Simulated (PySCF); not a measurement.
HO₂Si, SMILES O=[Si]=[OH+], charge +1.

Geometry: B3LYP-D3(BJ)/def2-TZVP. The isomer is the one that the SMILES or the coordinates give; other isomers of the formula were not compared.

Calculation: PySCF with TDA-ωB97X/def2-SVPD.

Vertical excitations. Isolated molecule, no solvent. State labels are in the subgroup Cs.

| state | symmetry | energy (eV) | λ (nm) | f | main pairs |
|---|---|---|---|---|---|
| S1 | A" | 4.55 | 273 | 0.022 | HOMO→LUMO 98 % |
| S2 | A' | 4.61 | 269 | 0.026 | HOMO−1→LUMO 98 % |
| S3 | A' | 6.67 | 186 | 0.028 | HOMO−2→LUMO 75 %, HOMO−1→LUMO+1 15 % |
| S4 | A" | 7.09 | 175 | 0.000 | HOMO→LUMO+1 90 % |
| S5 | A' | 7.38 | 168 | 0.001 | HOMO→LUMO+2 51 %, HOMO−1→LUMO+1 48 % |
| S6 | A" | 7.45 | 166 | 0.000 | HOMO−1→LUMO+2 90 % |
| S7 | A" | 7.67 | 162 | 0.041 | HOMO−3→LUMO 98 % |
| S8 | A' | 8.17 | 152 | 0.039 | HOMO−4→LUMO 94 % |
| S9 | A' | 9.32 | 133 | 0.057 | HOMO−2→LUMO+1 95 % |
| S10 | A" | 9.54 | 130 | 0.046 | HOMO−2→LUMO+2 94 % |
| T1 | A" | 3.88 | 320 | 0 | HOMO→LUMO 97 % |
| T2 | A' | 3.90 | 318 | 0 | HOMO−1→LUMO 97 % |
| T3 | A' | 5.31 | 234 | 0 | HOMO−2→LUMO 83 % |
| T4 | A' | 6.42 | 193 | 0 | HOMO−1→LUMO+1 69 %, HOMO→LUMO+2 15 %, HOMO−2→LUMO 13 % |
Triplets are in the Tamm–Dancoff approximation.
